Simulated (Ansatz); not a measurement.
Single points on [TcH9]2- (TcH₉²⁻).

```yaml
crystal:
  periodic: [false, false, false]
  atoms:
    - {symbol: Tc, position_ang: [-0.000026, -0.000019, 0.000016]}
    - {symbol: H, position_ang: [0.840456, 1.439133, -0.001594]}
    - {symbol: H, position_ang: [-1.668222, 0.020916, -0.005354]}
    - {symbol: H, position_ang: [0.806789, -1.458108, 0.006823]}
    - {symbol: H, position_ang: [1.206609, -0.010669, 1.204684]}
    - {symbol: H, position_ang: [1.214147, -0.017739, -1.196942]}
    - {symbol: H, position_ang: [-0.591091, 1.045601, 1.208429]}
    - {symbol: H, position_ang: [-0.583368, 1.038416, -1.218283]}
    - {symbol: H, position_ang: [-0.616463, -1.025223, 1.213445]}
    - {symbol: H, position_ang: [-0.608832, -1.032317, -1.211214]}
basis:
  gaussian: {orbitals: def2-TZVPD, initial_orbitals: start.molden}
total_charge: -2
hamiltonian: {xc: pbe0, dispersion: d4}
output: {orbitals: {seedname: orbitals}}
```

The file start.molden holds the orbitals of an earlier run on this structure, at another level or in another basis.

```sh
$ ansatz run in.yaml --threads 4 --pin off --events-out ev --progress --plain --max-ram 3916MiB
```

Output, abridged:

```
Functional definition: PBE0
833 factors; their error is unknown
mean field evaluation 1: about -2341.0842 eV, gradient 4.9e0 eV
mean field evaluation 2: about -2341.1399 eV, gradient 6.5e-2 eV
mean field evaluation 4: about -2341.1419 eV, gradient 1.7e-4 eV
mean field evaluation 8: about -2326.8484 eV, gradient 8.4e1 eV
mean field evaluation 16: about -2341.1381 eV, gradient 2.4e-2 eV
mean field -2341.14189875 eV, -86.0353778961 hartree, gradient 8.3e-6 eV, S^2 0.000000; 1 other end points of the search recorded, 0 dependent functions left out
reference -2341.14193577 eV, -86.0353792566 hartree; 13, 13 occupied and 108, 108 virtual orbitals, 833 factors
Total energy: -2341.53242928 eV, -86.0497296282 hartree
```

Hardware: 4 threads of Arm Neoverse V1 on a shared host. Wall time 1.2 s.

The first input with `hamiltonian: {xc: {name: BHLYP}, dispersion: d4}`, `scf: {omitted_lower_state_checks: [starts]}` (abridged; 0.9 s):

```
Functional definition: BHLYP
mean field -2336.67422482 eV, -85.8711939075 hartree, gradient 5.1e-5 eV, S^2 0.000000
Total energy: -2337.17509738 eV, -85.8896006345 hartree
Checks for a lower state left out: starts
```

First input, but with `hamiltonian: {xc: pbe, dispersion: d4}`, `scf: {omitted_lower_state_checks: [starts]}` (abridged; 0.75 s):

```
Functional definition: PBE
mean field -2342.64059904 eV, -86.0904541158 hartree, gradient 8.0e-5 eV, S^2 0.000000
Total energy: -2343.11289064 eV, -86.1078105119 hartree
Checks for a lower state left out: starts
```

As the first input, with `hamiltonian: {xc: pbe}`, `correlation: {method: rpa}`, `scf: {omitted_lower_state_checks: [starts]}` and without the key `output` (abridged; 1.6 s):

```
Functional definition: PBE
mean field -2342.64058649 eV, -86.0904536546 hartree, gradient 2.3e-6 eV, S^2 0.000000
Total energy: -2340.70023497 eV, -86.0191470515 hartree
Checks for a lower state left out: starts
```

First input, but with `gaussian: {orbitals: STO-3G}`, `hamiltonian: {xc: hf}`, `scf: {omitted_lower_state_checks: [starts]}` (abridged; 0.15 s):

```
Functional definition: HF
mean field -113408.98037077 eV, -4167.7031572580 hartree, gradient 5.4e-6 eV, S^2 0.000000
Total energy: -113408.98037077 eV, -4167.7031572580 hartree
Checks for a lower state left out: starts
```

The first input with `hamiltonian: {xc: {name: B97M-V}}`, `scf: {omitted_lower_state_checks: [starts]}` (abridged; 4.1 s):

```
Functional definition: B97M-V
mean field -2341.95667617 eV, -86.0653204142 hartree, gradient 9.8e-6 eV, S^2 0.000000
Total energy: -2341.95674769 eV, -86.0653230425 hartree
Checks for a lower state left out: starts
```

The first input with `hamiltonian: {xc: hse06, dispersion: d4}`, `scf: {omitted_lower_state_checks: [starts]}` (abridged; 1 s):

```
Functional definition: HSE06
mean field -2341.05335915 eV, -86.0321241256 hartree, gradient 5.9e-6 eV, S^2 0.000000
Total energy: -2341.41082751 eV, -86.0452608458 hartree
Checks for a lower state left out: starts
```

Geometry: PBE-D4/def2-TZVPD.

In the def2 sets Tc takes a core potential, while STO-3G treats all electrons; there is no spin–orbit coupling. HSE06 is defined as in plane-wave codes, on full-range PBE exchange. Correlated methods freeze no core orbitals; core or outer-core shells of Tc are correlated, in sets that lack core-valence functions. A multiply charged anion in the gas phase is held together partly by the finite basis. At PBE0-D4/def2-TZVPD, BHLYP-D4/def2-TZVPD, PBE-D4/def2-TZVPD, HF/STO-3G and others the highest occupied level of the charge -2 singlet lies above zero (up to 4.79 eV). In Hartree–Fock with STO-3G the lack of diffuse functions raises the level. The electron is either unbound and held by the finite basis, or the level is raised by self-interaction error.
